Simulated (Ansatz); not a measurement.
Consider the atomization: `c1ccc2nccnc2c1` → 8 C• + 6 H• + 2 N•.

Calculated with Ansatz (gas phase, PBE0-D4/def2-TZVP geometries, no zero-point term in ΔE). CCSD(T)/CBS is the MP2 limit (def2-TZVPP, def2-QZVPP) plus CCSD(T) − MP2 in def2-TZVPP, frozen cores. This one scheme is used for every species, atoms too. For atomizations the MP2-based limit and the directly extrapolated one differ by several kJ/mol either way, and by 10 to 25 for some Ge, Se and Sn compounds, so smaller differences from it don't rank the levels. DFT in def2-TZVPP. Open shells (•) are unrestricted, without spin–orbit coupling. Spin–orbit coupling would lower the free atoms: a little for C.

`c1ccc2nccnc2c1`:

Cartesian coordinates in Å:
```
C 1.800 0.367 -1.415
C 0.737 -0.133 -2.195
C -0.464 -0.442 -1.619
C -0.647 -0.262 -0.234
N -1.840 -0.571 0.328
C -1.942 -0.381 1.615
C -0.876 0.120 2.396
N 0.284 0.427 1.886
C 0.423 0.241 0.552
C 1.650 0.552 -0.069
H 2.743 0.606 -1.892
H 0.878 -0.271 -3.260
H -1.297 -0.828 -2.196
H -2.892 -0.624 2.084
H -1.008 0.263 3.466
H 2.451 0.934 0.553
```

Task: What is ΔE at CCSD(T)/CBS? (An estimate is asked.)

Result: Computed: +1896.1 kcal/mol.

Task: What do these levels give: LDA (SPW92), ωB97M-V, r2SCAN, r2SCAN0, HF/def2-SVP, CCSD(T)/def2-SVP, MP2/def2-TZVPP, CCSD(T)/def2-TZVPP, SCS-MP2/def2-QZVPP, HF/CBS(def2), MP2/CBS(def2), CCSD/CBS(def2)? (Best estimate.)

Result: The calculation gave: LDA (SPW92) 2240.4, ωB97M-V 1912.4, r2SCAN 1918.1, r2SCAN0 1877.6, HF/def2-SVP 1376.7, CCSD(T)/def2-SVP 1823.1, MP2/def2-TZVPP 1914.3, CCSD(T)/def2-TZVPP 1844.9, SCS-MP2/def2-QZVPP 1915.7, HF/CBS(def2) 1345.1, MP2/CBS(def2) 1965.5, CCSD/CBS(def2) 1850.8 kcal/mol.

Task: What do rigid-rotor, harmonic-oscillator terms from PBE0-D4/def2-TZVP frequencies (298.15 K, 1 bar) make of the CCSD(T)/CBS value? (Estimate.)

Result: The calculation gave: ΔZPE = -78.0 kcal/mol, ΔH = +1837.1 kcal/mol, ΔS = 1926 J/(mol·K), ΔG = +1699.8 kcal/mol. Open shells count their whole term as degenerate.

Largest T1 diagnostic among the species: 0.011.

From r2SCAN to r2SCAN0 (25 % exact exchange), in def2-TZVPP and without D4, ΔE moves by −40.6 kcal/mol: exact exchange takes away binding that semilocal exchange gives to molecules. At CCSD(T), def2-SVP lies −73.0 kcal/mol from the extrapolated value and def2-TZVPP −51.2 kcal/mol: correlation converges slowly with the basis, and small sets miss more of it in the bonded molecule than in its fragments. The D4 term adds +19.6 kcal/mol with B3LYP and +10.4 kcal/mol with PBE0; it sums over pairs of atoms, weighted by their polarisabilities, and B3LYP, whose exchange is more repulsive, gets the larger term.

B3LYP here is the variant with VWN-RPA as its local correlation; programs differ in this.
